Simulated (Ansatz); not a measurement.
Ansatz (a program for electronic structure) job for YCl2, SMILES [Cl][Y+][Cl], charge +1, PBE-D3(BJ)/def2-TZVP. 

Ansatz 0.2 input:
```yaml
crystal:
  periodic: [false, false, false]
  atoms:
    - {symbol: Y, position_ang: [0.00000000, 0.00000000, 0.61561211]}
    - {symbol: Cl, position_ang: [0.00000000, -1.94994073, -0.70614330]}
    - {symbol: Cl, position_ang: [0.00000000, 1.94994073, -0.70614330]}
basis:
  gaussian:
    orbitals: def2-TZVP
hamiltonian:
  xc: pbe
  dispersion: d3bj
total_charge: 1
relax: {f_tol: 0.002, max_steps: 200}
```

It prints:

```
WARN ansatz: RAYON_NUM_THREADS=1 ignored (pool sized by the plan → 1); use --threads N
Functional definition: PBE
integrals: 0.04 GiB planned
848 factors; their error is unknown
mean field: 0.29 GiB planned
mean field evaluation 1: about -26067.8435 eV, gradient 5.7e1 eV
mean field evaluation 2: about -25791.4200 eV, gradient 3.1e2 eV
mean field evaluation 4: about -26074.8914 eV, gradient 2.0e1 eV
mean field evaluation 8: about -26076.1225 eV, gradient 4.7e-2 eV
mean field evaluation 16: about -26076.1199 eV, gradient 2.3e-5 eV
mean field -26076.11994549 eV, -958.2797329677 hartree, gradient 6.0e-6 eV, S^2 0.000000; 0 other end points of the search recorded, 0 dependent functions left out
the calculation of the forces begins
reference -26076.11999951 eV, -958.2797349531 hartree; 22, 22 occupied and 92, 92 virtual orbitals, 848 factors
relax step   1: F+E_penalty+E_count = -26076.21061338 eV  Δ(F+E_penalty+E_count) = +0.000e0 eV  max|allowed force component| = 1.232e-1 eV/Å  Δτ_max = 0.0000 Å  (28 SCF iters, accepted)
these checks for a lower state are left out or cut short: starts, cluster_reference, orbital_swaps, neighbouring_geometries, increment
integrals: 0.04 GiB planned
848 factors; their error is unknown
mean field: 0.29 GiB planned
mean field -26076.12158071 eV, -958.2797930611 hartree, gradient 7.1e-5 eV, S^2 0.000000; 0 other end points of the search recorded, 0 dependent functions left out
the calculation of the forces begins
reference -26076.12163461 eV, -958.2797950419 hartree; 22, 22 occupied and 92, 92 virtual orbitals, 848 factors
relax step   2: F+E_penalty+E_count = -26076.21294177 eV  Δ(F+E_penalty+E_count) = -2.328e-3 eV  max|allowed force component| = 8.030e-2 eV/Å  Δτ_max = 0.0274 Å  (24 SCF iters, accepted)
these checks for a lower state are left out or cut short: starts, cluster_reference, orbital_swaps, neighbouring_geometries, increment
integrals: 0.04 GiB planned
848 factors; their error is unknown
mean field: 0.29 GiB planned
mean field -26076.12163877 eV, -958.2797951947 hartree, gradient 7.1e-5 eV, S^2 0.000000; 0 other end points of the search recorded, 0 dependent functions left out
the calculation of the forces begins
reference -26076.12169277 eV, -958.2797971794 hartree; 22, 22 occupied and 92, 92 virtual orbitals, 848 factors
relax step   3: F+E_penalty+E_count = -26076.21324906 eV  Δ(F+E_penalty+E_count) = -3.073e-4 eV  max|allowed force component| = 2.572e-2 eV/Å  Δτ_max = 0.0133 Å  (26 SCF iters, accepted)
these checks for a lower state are left out or cut short: starts, cluster_reference, orbital_swaps, neighbouring_geometries, increment
integrals: 0.04 GiB planned
848 factors; their error is unknown
mean field: 0.29 GiB planned
mean field evaluation 32: about -26076.1218 eV, gradient 3.6e-2 eV
mean field -26076.12175948 eV, -958.2797996306 hartree, gradient 7.0e-5 eV, S^2 0.000000; 0 other end points of the search recorded, 0 dependent functions left out
the calculation of the forces begins
reference -26076.12181346 eV, -958.2798016143 hartree; 22, 22 occupied and 92, 92 virtual orbitals, 848 factors
relax step   4: F+E_penalty+E_count = -26076.21329235 eV  Δ(F+E_penalty+E_count) = -4.329e-5 eV  max|allowed force component| = 3.088e-4 eV/Å  Δτ_max = 0.0037 Å  (27 SCF iters, accepted)
integrals: 0.04 GiB planned
848 factors; their error is unknown
mean field: 0.29 GiB planned
mean field -26076.12175948 eV, -958.2797996306 hartree, gradient 7.0e-5 eV, S^2 0.000000; 1 other end points of the search recorded, 0 dependent functions left out
the calculation of the forces begins
reference -26076.12181346 eV, -958.2798016143 hartree; 22, 22 occupied and 92, 92 virtual orbitals, 848 factors
Total energy: -26076.21334633 eV, -958.2831653853 hartree
Atom 0 at    -0.000000    -0.000000     0.637738 Å, force     0.000000    -0.000000    -0.000051 eV/Å
Atom 1 at     0.000000    -1.916169    -0.717206 Å, force    -0.000000     0.000309     0.000026 eV/Å
Atom 2 at     0.000000     1.916169    -0.717206 Å, force     0.000000    -0.000309     0.000026 eV/Å
Dipole moment:     0.000000     0.000000     1.417067 e Å
```

The run converged.

Cost: roughly 8 core-seconds.
